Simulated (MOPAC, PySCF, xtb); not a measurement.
Noncovalent pair: HF (SMILES F) (first 2 atoms) with SiH4 (SMILES [SiH4]); geometry from B3LYP-D3(BJ)/def2-TZVP, rigid monomers moved along the line of their centres of mass till H2···H4 is 2.43 Å.
(charge 0, multiplicity 1):
```xyz
7

F     -0.2022    -0.4294    -0.4678
H     -0.1008    -0.7705     0.3912
Si    -0.0071     0.2506     3.7555
H      0.0786    -0.9017     2.8148
H      1.0806     1.1987     3.4407
H      0.1464    -0.2817     5.1256
H     -1.3255     0.8959     3.5927
```

Counterpoise-corrected where a basis set is named; no monomer relaxation. Rows marked so take none.

Rows in 6-31G* carry no dispersion term and start afresh at each structure (6-31G* with six Cartesian d functions). The state that PM7 reach isn't checked; PM7 holds dispersion and hydrogen-bond terms.

Programs: MOPAC for PM7 (differences of heats of formation); PySCF for 6-31G* rows; xtb for the GFN methods. 

**Question.** One of these levels gives 6.8 meV for the interaction energy. Name it.
(A) PM7
(B) B3LYP/6-31G* (no counterpoise)
(C) GFN1-xTB

**Answer.** A, PM7. The others give -34.0 (GFN1-xTB), -50.6 (B3LYP/6-31G* (no counterpoise))
